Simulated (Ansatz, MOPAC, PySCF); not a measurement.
Members of the series GeXY, Y = fluoro; each row names its spin state. All species are isolated molecules in the gas phase. One relaxed conformer stands for each flexible species; it need not be the lowest. Strings in code marks are SMILES.

Quantity: adiabatic spin-state energy, in kcal/mol. HF references are unrestricted for open shells and restricted for singlets. Semi-empirical values (MOPAC) are differences of heats of formation.

Level 1: B3LYP-D3(BJ)/def2-TZVP (PySCF)
Level 2: LC-ωPBE/cc-pVTZ // B3LYP-D3(BJ)/def2-TZVP (Ansatz, an electronic-structure program)
Level 3: HF/3-21G // B3LYP-D3(BJ)/def2-TZVP (PySCF)
Level 4: PM7 // B3LYP-D3(BJ)/def2-TZVP (MOPAC)

```tsv
species	level 2	level 3	level 4
`[F][Ge][AlH2]`: multiplicity 3 minus multiplicity 1	7.29	0.90	69.3
`[C-]#[N+][Ge][F]`: multiplicity 3 minus multiplicity 1	65.6	53.1	56.5
`[F][Ge][SiH3]`: multiplicity 3 minus multiplicity 1	25.5	19.2	17.2
`[BH2][Ge][F]`: multiplicity 3 minus multiplicity 1	9.24	4.36	11.4
`[F][Ge][F]`: multiplicity 3 minus multiplicity 1	77.8	66.2	70.2
`[F][Ge][SH]`: multiplicity 3 minus multiplicity 1	55.4	44.2	38.7
`O=[CH][Ge][F]`: multiplicity 3 minus multiplicity 1	24.2	27.1	18.9
`[F][Ge][Cl]`: multiplicity 3 minus multiplicity 1	66.6	54.6	65.3
`[F][GeH]`: multiplicity 3 minus multiplicity 1	39.5	29.3	17.7
`N#[C][Ge][F]`: multiplicity 3 minus multiplicity 1	52.1	40.2	41.0
`[NH2][Ge][F]`: multiplicity 3 minus multiplicity 1	65.4	60.5	48.1
`[OH][Ge][F]`: multiplicity 3 minus multiplicity 1	72.9	63.3	67.1
```

What does level 1 give for each?


- `[F][Ge][AlH2]`: multiplicity 3 minus multiplicity 1: 10.7
- `[C-]#[N+][Ge][F]`: multiplicity 3 minus multiplicity 1: 71.5
- `[F][Ge][SiH3]`: multiplicity 3 minus multiplicity 1: 30.1
- `[BH2][Ge][F]`: multiplicity 3 minus multiplicity 1: 11.3
- `[F][Ge][F]`: multiplicity 3 minus multiplicity 1: 84.7
- `[F][Ge][SH]`: multiplicity 3 minus multiplicity 1: 60.3
- `O=[CH][Ge][F]`: multiplicity 3 minus multiplicity 1: 19.9
- `[F][Ge][Cl]`: multiplicity 3 minus multiplicity 1: 72.8
- `[F][GeH]`: multiplicity 3 minus multiplicity 1: 46.0
- `N#[C][Ge][F]`: multiplicity 3 minus multiplicity 1: 59.0
- `[NH2][Ge][F]`: multiplicity 3 minus multiplicity 1: 68.4
- `[OH][Ge][F]`: multiplicity 3 minus multiplicity 1: 78.6
